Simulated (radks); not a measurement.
The lithium anion Li-, [He] 2s2, held by a Watson sphere: a shell of charge +1.08 at radius R that stands for the Madelung well of a crystal (potential energy -1.08/R inside, -1.08/r outside, in hartree with lengths in bohr). Method: scalar-relativistic Kohn-Sham, LB94 model potential, spin-polarised, spherical densities, point nucleus; computed with a radial shooting solver on a logarithmic mesh with Libxc functionals. Response by self-consistent Sternheimer equations with the Hartree and adiabatic LDA kernel, the relativistic mass of each level held fixed and spin-orbit coupling left out. The sphere does not respond.

| R (bohr) | e(1s) (eV) | e(2s) (eV) | <r> 2s (bohr) | sum of <r^2> (bohr^2) | X-ray form factor at sin(theta)/lambda = 0.2 1/angstrom | alpha (bohr^3) |
|---|---|---|---|---|---|---|
| 2.02 | -65.075 | -7.771 | 3.183 | 24.82 | 1.783 | 82.99 |
| 2.04 | -64.991 | -7.754 | 3.191 | 24.93 | 1.781 | 83.56 |
| 2.08 | -64.831 | -7.719 | 3.206 | 25.15 | 1.778 | 84.73 |
| 3.51 | -62.371 | -6.433 | 3.783 | 34.51 | 1.732 | 146.1 |
| 3.57 | -62.329 | -6.384 | 3.805 | 34.93 | 1.732 | 149.4 |
| 3.97 | -62.091 | -6.069 | 3.951 | 37.66 | 1.734 | 172.1 |
